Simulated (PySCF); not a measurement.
# A small calculation by hand: oscillator strength and radiative lifetime

Si(H)(OH)2(SMe) (CH₆O₂SSi), SMILES O[SiH](SC)O.

Coordinates come from a B3LYP-D3(BJ)/def2-SVP optimisation. This is a generated structure with no PubChem entry under its InChIKey; it may be hypothetical. One conformer was computed; it need not be the lowest.

TDA-PBE0/def2-SVPD (PySCF) puts the first singlet state with f over 0.02 at 6.20 eV (vertical), with the transition dipole (-0.443, 0.254, 0.125) in atomic units.

Question: Find the oscillator strength, the wavelength and the radiative lifetime that this transition would have in vacuum if emission retraced absorption.

Answer: 
|μ|² = 0.2764 au, so |μ| = 1.34 D. ΔE = 6.20/27.211 = 0.2278 hartree. f = (2/3) ΔE |μ|² = 0.042 (the program prints 0.042).
λ = 1239.84/6.20 = 200 nm; ν = 50006 cm⁻¹.
Einstein's coefficient A = 0.6670 ν² f s⁻¹ (ν in cm⁻¹) = 7.0e7 s⁻¹, so τ = 1/A = 14 ns. This state is S2; the lower singlet has f = 0.003. The figure is the radiative limit of this one transition; relaxation, internal conversion, crossing to triplets and a medium change what is measured.
